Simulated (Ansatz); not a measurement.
Isolated molecules relaxed with PBE0-D4/def2-TZVP in Ansatz; ΔE leaves out vibrations. CCSD(T)/CBS adds triple-zeta CCSD(T) − MP2 to the extrapolated MP2 energy (def2 sets, frozen cores). Functionals use def2-TZVPP. B3LYP here is the variant with VWN-RPA as its local correlation; programs differ in this. One conformer a species, not always the lowest.

Consider the redistribution: `C=[CH][AlH][CH3]` + `CBOCO` → `C=[CH][AlH][OH]` + `CBOCC`.

```csv
level,ΔE (kJ/mol)
B3LYP-D4,-163.4
B2PLYP,-167.0
PBE0,-155.4
MP2/def2-QZVPP,-173.1
```

Problem. What does CCSD(T)/CBS give? (Best estimate.)

Solution. Ansatz gave: -167.5 kJ/mol. The listed levels differ from it by 4.1, 0.5, 12.1, -5.6 kJ/mol.

Largest T1 diagnostic among the species: 0.012.

Leaving LDA and LC-ωPBE aside and taking each functional with its dispersion term where it has one, the values, not all of them listed here, spread over 13.6 kJ/mol, from B2PLYP to PBE-D4. From BLYP to BHLYP (50 % exact exchange), in def2-TZVPP and without D4, ΔE moves by −4.9 kJ/mol. At CCSD(T), def2-SVP lies +6.5 kJ/mol from the extrapolated value and def2-TZVPP +2.8 kJ/mol.
